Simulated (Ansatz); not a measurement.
Input file for C$_{4}$GeN$_{4}$O$_{4}$, SMILES `O=C=[N][Ge]([N]=C=O)([N]=C=O)[N]=C=O`:

```yaml
crystal:
  periodic: [false, false, false]
  atoms:
    - {symbol: O, position_ang: [-0.957413, 2.739736, 2.290370]}
    - {symbol: C, position_ang: [-0.953700, 1.734090, 1.716476]}
    - {symbol: N, position_ang: [-1.023437, 0.663526, 1.161568]}
    - {symbol: Ge, position_ang: [-0.039990, -0.199996, -0.076858]}
    - {symbol: N, position_ang: [1.351541, 0.849643, -0.535536]}
    - {symbol: C, position_ang: [2.285970, 0.780087, -1.296647]}
    - {symbol: O, position_ang: [3.206033, 0.790250, -2.000163]}
    - {symbol: N, position_ang: [-1.036461, -0.584196, -1.520635]}
    - {symbol: C, position_ang: [-2.048400, -0.164349, -2.025171]}
    - {symbol: O, position_ang: [-3.011335, 0.181256, -2.568793]}
    - {symbol: N, position_ang: [0.547066, -1.770890, 0.564997]}
    - {symbol: C, position_ang: [0.743695, -2.258212, 1.650589]}
    - {symbol: O, position_ang: [0.956932, -2.795546, 2.654605]}
basis:
  gaussian: {orbitals: def2-TZVPP}
correlation: {method: ccsd_t}
output: {orbitals: {seedname: orbitals}}
```

```sh
$ ansatz run in.yaml --threads 4 --pin off --events-out ev --progress --plain --max-ram 66560MiB --backend cuda --devices 0, --max-vram 37GiB
```

Log, shortened:

```
Functional definition: HF
2738 factors; integrals over basis functions are off by at most 8.2e-4 eV
mean field evaluation 1: about -74672.8330 eV, gradient 7.0e1 eV
mean field evaluation 2: about -74673.6288 eV, gradient 7.1e1 eV
mean field evaluation 4: about -74682.3850 eV, gradient 7.3e0 eV
mean field evaluation 8: about -74682.5401 eV, gradient 9.0e-1 eV
mean field evaluation 16: about -74682.5427 eV, gradient 2.1e-6 eV
mean field -74682.54267762 eV, -2744.5328217570 hartree, gradient 2.1e-6 eV, S^2 0.000000; 0 other end points of the search recorded, 0 dependent functions left out
21 core orbitals not correlated: weight in the atoms' cores, before any rotation towards them, 1.000 or more for the frozen orbitals, at most 0.000 for the correlated occupied ones
reference -74682.54267762 eV, -2744.5328217570 hartree; 37, 37 occupied and 362, 362 virtual orbitals, 2738 factors
second order -67.30133270 eV of doubles, -0.00000000 eV of singles
cycle   1  -63.83113224 eV  change     3.5e0 eV  update   2.4e-1
cycle   2  -65.94173009 eV  change    -2.1e0 eV  update   8.2e-2
cycle   3  -66.37735579 eV  change   -4.4e-1 eV  update   3.3e-2
cycle   4  -66.31707369 eV  change    6.0e-2 eV  update   8.2e-3
cycle   5  -66.30413358 eV  change    1.3e-2 eV  update   3.0e-3
cycle   6  -66.30720313 eV  change   -3.1e-3 eV  update   1.0e-3
cycle   7  -66.30671670 eV  change    4.9e-4 eV  update   2.8e-4
cycle   8  -66.30641625 eV  change    3.0e-4 eV  update   1.1e-4
cycle   9  -66.30645182 eV  change   -3.6e-5 eV  update   4.0e-5
perturbative correction -3.43333644 eV, -0.1261727871 hartree
Total energy: -74752.28246588 eV, -2747.0957117043 hartree
```

Hardware: 4 threads of an AMD EPYC 7R13 on a shared host and a share of an NVIDIA H100 80 GB. Wall time 41 s, peak host memory 0.95 GiB.

The correlation energy is -69.740 eV, 4.9 % of it from (T); the T1 diagnostic reads 0.0171.
